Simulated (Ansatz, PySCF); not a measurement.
Gas-phase reaction (SMILES): CCCC[Si](Cl)(Cl)Cl [butyl(trichloro)silane] + Cl (HCl) -> Cl[Si](Cl)(Cl)Cl + CCCC; hydrogen chloride cleaves one Si-C bond, a model of a ligand-exchange step.

Each molecule is optimised on its own at B3LYP-D3(BJ)/def2-TZVP (Ansatz, an electronic-structure program), one conformer each, not searched for the lowest. Valence correlation only, unless marked. No spin-orbit coupling. No relativistic terms. CBS(X,Y): correlation extrapolated as X^-3; Hartree-Fock from the larger set. [CCSD(T)-MP2]/basis is that difference in the basis named. Thermal terms are rigid-rotor harmonic-oscillator values from B3LYP-D3(BJ) frequencies (Ansatz or PySCF) at 298.15 K and 1 atm. 1 Eh = 627.5095 kcal/mol.

| species | E, RI-MP2/CBS(cc-pV(T+d)Z,cc-pV(Q+d)Z)+[CCSD(T)-MP2]/cc-pV(T+d)Z (Ansatz) (Eh) | E, B3LYP-D3(BJ)/def2-TZVPD (Ansatz + dftd3) (Eh) | H - E (Eh) |
|---|---|---|---|
| CCCC[Si](Cl)(Cl)Cl | -1826.21771 | -1828.33099 | 0.14033 |
| Cl (HCl) | -460.37804 | -460.83744 | 0.01000 |
| Cl[Si](Cl)(Cl)Cl | -2128.38492 | -2130.66038 | 0.01467 |
| CCCC | -158.23877 | -158.53552 | 0.13834 |

Question: Work out ΔE and ΔH at 298.15 K at the first level, then ΔH at the second.

Answer: 
1. ΔE = [(-2128.38492) + (-158.23877)] - [(-1826.21771) + (-460.37804)] = -0.02794 Eh = -17.5 kcal/mol at RI-MP2/CBS(cc-pV(T+d)Z,cc-pV(Q+d)Z)+[CCSD(T)-MP2]/cc-pV(T+d)Z.
2. The terms H - E add up to 0.00268 Eh, so ΔH = (-0.02794 + (0.00268))×627.5095 = -15.9 kcal/mol.
3. At B3LYP-D3(BJ)/def2-TZVPD the same steps give ΔE = -17.2 and ΔH = -15.6 kcal/mol, a shift of +0.3 from the first level.
4. These values are not checked against measurement here, since the tables used lack a sound gas-phase enthalpy of formation for at least one species.
